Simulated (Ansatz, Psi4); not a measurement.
## CHBrCl2 (bromodichloromethane): a line through the functionals

The species is CHBrCl2 (5 atoms), meant as a singlet with charge 0. As SMILES, `ClC(Cl)Br`. Geometry: relaxed at PBE0-D4/def2-TZVP.

The vertical energy of the triplet above the singlet y, in eV, basis 6-31G(d); a is the functional's share of exact exchange. Programs: Ansatz 0.2.0, Psi4 1.11.

| functional | program | a | y (eV) |
| --- | --- | --- | --- |
| revPBE | Ansatz | 0 | 4.77 |
| PBE | Ansatz | 0 | 4.77 |
| TPSSh | Psi4 | 0.1 | 4.96 |
| B3LYP | Ansatz | 0.2 | 5.02 |
| PBE0 | Ansatz | 0.25 | ? |
| r2SCAN0 | Ansatz | 0.25 | 5.04 |
| BHLYP | Ansatz | 0.5 | 5.17 |

Question: Fit y = c + s·a to the known rows and predict PBE0.

Answer: 
1. Means of the 6 rows: a = 0.1750, y = 4.955.
2. Σ(Δa)² = 0.17875, Σ(Δa·Δy) = 0.14225, so the slope is 0.14225/0.17875 = 0.7958.
3. Intercept: 4.955 − (0.7958) × 0.1750 = 4.816. The largest residual of the fit is 0.064.
4. PBE0: 4.816 + (0.7958) × 0.25 = 5.01 eV.

The run gave 5.06 eV, so the prediction is off by -0.05 eV, within the largest residual. Spin-orbit coupling is left out.
